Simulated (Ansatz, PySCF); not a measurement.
Ge(H)(Br)(Me)2 (C2H7BrGe), SMILES [CH3][GeH]([CH3])[Br]. Atoms are numbered in the order given.

```xyz
11

Ge     0.7838     0.3249     0.0000
C      1.5036    -0.4729     1.6191
C      1.5036    -0.4729    -1.6191
Br    -1.5108    -0.0857     0.0000
H      0.9323     1.8584     0.0000
H      2.5878    -0.2915     1.6773
H      1.0218    -0.0384     2.5058
H      1.3229    -1.5572     1.6139
H      1.0218    -0.0384    -2.5058
H      2.5878    -0.2915    -1.6773
H      1.3229    -1.5572    -1.6139
```
Charge 0, spin multiplicity 1.

Coordinates come from a PBE0-D3(BJ)/def2-SVP optimisation.

Two levels are set side by side: PBE-D3(BJ)/def2-SVP (Ansatz, an electronic-structure program) and PBE0-D3(BJ)/def2-SVP (Ansatz). Each level has its own optimised geometry; the coordinates shown are those of the second. Frequencies come from the Hessian of PySCF at each geometry. Differences are taken from unrounded values.

| quantity | PBE0-D3(BJ) |
|---|---|
| mean bond length (Å) | 1.436 |
| bond Ge1–C2 (Å) | 1.943 |
| bond Ge1–C3 (Å) | 1.943 |
| bond Ge1–Br4 (Å) | 2.331 |
| bond Ge1–H5 (Å) | 1.541 |
| bond C2–H6 (Å) | 1.101 |
| bond C2–H7 (Å) | 1.099 |
| bond C2–H8 (Å) | 1.099 |
| bond C3–H9 (Å) | 1.099 |
| bond C3–H10 (Å) | 1.101 |
| bond C3–H11 (Å) | 1.099 |
| highest harmonic wavenumber (cm⁻¹) | 3192 |
| mean harmonic wavenumber (cm⁻¹) | 1337 |
| zero-point energy (kcal/mol) | 51.61 |

Problem. What does PBE-D3(BJ) give, and how far is it from PBE0-D3(BJ)? (Estimate from the structure and the level; the computed values follow.)

Solution. 
```tsv
quantity	PBE-D3(BJ)	PBE-D3(BJ) minus PBE0-D3(BJ)
mean bond length (Å)	1.447	0.011
bond Ge1–C2 (Å)	1.960	0.016
bond Ge1–C3 (Å)	1.960	0.016
bond Ge1–Br4 (Å)	2.351	0.020
bond Ge1–H5 (Å)	1.554	0.014
bond C2–H6 (Å)	1.109	0.008
bond C2–H7 (Å)	1.106	0.008
bond C2–H8 (Å)	1.107	0.008
bond C3–H9 (Å)	1.106	0.008
bond C3–H10 (Å)	1.109	0.008
bond C3–H11 (Å)	1.107	0.008
highest harmonic wavenumber (cm⁻¹)	3106	-86
mean harmonic wavenumber (cm⁻¹)	1294	-43
zero-point energy (kcal/mol)	49.95	-1.66
```

GGA bonds tend to be longer and softer than those of functionals with exact exchange. Differences between two approximate levels are no errors against the true value.
